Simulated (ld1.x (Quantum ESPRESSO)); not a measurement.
Transferability test, TM potential for hafnium (Hf)

ld1.x (Quantum ESPRESSO) 7.5 input, shortened:

```
&input
   title='Hf', zed=72., rel=2, dft='PBE', iswitch=3,
   config='[Xe] 4f14 5d2 6s1 6p0', rel_dist='average'
 /
 &inputp
   pseudotype=2, tm=.true., lloc=2,
   nlcc=.true., rcore=1.70
 /
3
6S  1  0   1.00   0.00  2.05  2.05  0.0
6P  2  1   0.00   0.00  3.00  3.00  0.0
5D  3  2   2.00   0.00  2.70  2.70  0.0
 &test
   configts(1)='5d2 6s1 6p0'
 /
```

Open shells are filled in proportion to 2j + 1 (rel_dist='average').

Energies are relative to the spin-unpolarised reference configuration 5d2 6s1 6p0; without spin polarisation the order of configurations can differ from experiment. Not all tests gave a result: 1 of 7 tests not solved or not reliable. Left out of the table: 5d2 6s0 6p1 (solver errors, printed error -376 meV). The d channel is local and has no spin–orbit splitting in the pseudo-atom. The frozen-core shift is the all-electron ΔE with the core orbitals held at their reference shape minus the fully relaxed ΔE.

```
valence configuration  charge  ΔE all-electron (eV)  error AE − PS (meV)  frozen-core shift (meV)
          5d2 6s0 6p0      +2                14.180                  -14                      +12
      5d2.5 6s1.5 6p0       0                -6.726                  -22                     +9.9
          5d1 6s2 6p0      +1                -1.480                  -63                      +51
        5d2 6s1.5 6p0    +0.5                -4.724                 -2.4                     +1.0
```

Question: What are ΔE and the potential's error for 5d1 6s0 6p0?

Answer: ΔE = 35.963 eV all-electron; the error (AE − PS) is -255 meV.

Question: What are ΔE and the potential's error for 5d2 6s2 6p0?

Answer: ΔE = -7.980 eV all-electron; the error (AE − PS) is -7.5 meV.

These tests converged, but a pseudo level misses the all-electron one widely, so the file describes the atom poorly there or has found another state: 5d1 6s0 6p0: empty 6p by 3.5 eV.

Note: ghost states, extra bound levels that the all-electron valence spectrum of the same l lacks: s at -28.5 eV, p3/2 at -7.9 eV, p1/2 at -2.36 eV. A true bound ghost makes a file unfit for plane-wave use. The potential misses its own reference levels by up to 0.3 eV.
